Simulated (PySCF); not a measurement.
**Correlation energy of Pd(2+) (palladium, charge +2)**

[Kr] 4d8, high-spin 3F determinant. Computed with PySCF 2.14 in def2-QZVPPD with the def2 core potential (28 electrons) (7s5p4d4f2g, 88 functions), with a scalar-relativistic core potential. Frozen: 4s2 4p6; 8 electrons correlated.

```json
{"level": "CCSD", "correlation energy (mhartree)": "-223.96"}
{"level": "(T)", "correlation energy (mhartree)": "-6.15"}
{"level": "CCSD(T)", "correlation energy (mhartree)": "-230.11"}
```

Diagnostics: T1 = 0.00087, D1 = 0.0014, largest double amplitude 0.014.

Cost of the coupled-cluster step: roughly 30 core-seconds, for 8 correlated electrons.

Iterations:

```
CC2 = 0
CCSD nocc = (np.int64(5), np.int64(3)), nmo = (84, 84)
frozen orbitals [[0, 1, 2, 3], [0, 1, 2, 3]]
max_cycle = 100
direct = 0
conv_tol = 1e-08
conv_tol_normt = 1e-06
diis_space = 8
diis_start_cycle = 0
Init t2, MP2 energy = -0.227137255650637
Init E_corr(UCCSD) = -0.227137255650707
cycle = 1  E_corr(UCCSD) = -0.22303150081339  dE = 0.00410575484  norm(t1,t2) = 0.0133317
cycle = 2  E_corr(UCCSD) = -0.22377183617311  dE = -0.00074033536  norm(t1,t2) = 0.00462769
cycle = 3  E_corr(UCCSD) = -0.223943024321434  dE = -0.000171188148  norm(t1,t2) = 0.00235748
cycle = 4  E_corr(UCCSD) = -0.223966488270595  dE = -2.34639492e-05  norm(t1,t2) = 0.000704292
cycle = 5  E_corr(UCCSD) = -0.223955937178622  dE = 1.0551092e-05  norm(t1,t2) = 0.000247132
cycle = 6  E_corr(UCCSD) = -0.22395624632578  dE = -3.09147158e-07  norm(t1,t2) = 7.40895e-05
cycle = 7  E_corr(UCCSD) = -0.223957366923522  dE = -1.12059774e-06  norm(t1,t2) = 1.60997e-05
cycle = 8  E_corr(UCCSD) = -0.223957093233061  dE = 2.7369046e-07  norm(t1,t2) = 5.05323e-06
cycle = 9  E_corr(UCCSD) = -0.223957066147658  dE = 2.70854033e-08  norm(t1,t2) = 8.01291e-07
cycle = 10  E_corr(UCCSD) = -0.223957082782282  dE = -1.6634624e-08  norm(t1,t2) = 1.65817e-07
cycle = 11  E_corr(UCCSD) = -0.223957080332041  dE = 2.45024126e-09  norm(t1,t2) = 4.10184e-08
UCCSD converged
E(UCCSD) = -126.3865357319902  E_corr = -0.2239570803320407
UCCSD(T) correction = -0.00615362773756426
```
